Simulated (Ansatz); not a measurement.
Reaction (SMILES): [BH]F (BH-F) → B atom + F atom + H atom
B3LYP-D3(BJ)/def2-TZVP geometries, fixed; electronic energies without zero-point terms.
Largest species:
```xyz
3

B     -0.6180     0.4147     0.0242
F      0.5272    -0.2094    -0.0070
H     -1.6550    -0.1892    -0.0583
```
Charge 0, spin multiplicity 2.

The atomisation energy at CCSD(T) with Ansatz (an electronic-structure program), in kcal/mol, split into its Hartree-Fock and correlation parts. Cores are frozen. Open shells are unrestricted. No added dispersion term, no relativity. Functions are those of the species that has most.

```json
[
 {"basis": "aug-cc-pVDZ", "X": "2", "functions": "55", "Hartree-Fock": "176.89", "CCSD(T)": "213.01"},
 {"basis": "aug-cc-pVTZ", "X": "3", "functions": "115", "Hartree-Fock": "185.43", "CCSD(T)": "228.12"},
 {"basis": "aug-cc-pVQZ", "X": "4", "functions": "206", "Hartree-Fock": "185.97", "CCSD(T)": "231.17"}
]
```

Worked estimate of the basis-set limit from each neighbouring pair, with Hartree-Fock from the larger set and the correlation part extrapolated as X^-3.
Correlation parts: X = 2: 36.12, X = 3: 42.69, X = 4: 45.20.
- (2,3): (27·(42.69) - 8·(36.12))/19 = 45.46; with Hartree-Fock 185.43 the estimate is 230.89 kcal/mol.
- (3,4): (64·(45.20) - 27·(42.69))/37 = 47.03; with Hartree-Fock 185.97 the estimate is 233.00 kcal/mol.
The last two estimates differ by 2.12 kcal/mol; the largest set lies 1.83 from the last. Over the last step Hartree-Fock moves by 0.54 and the correlation part by 2.51.
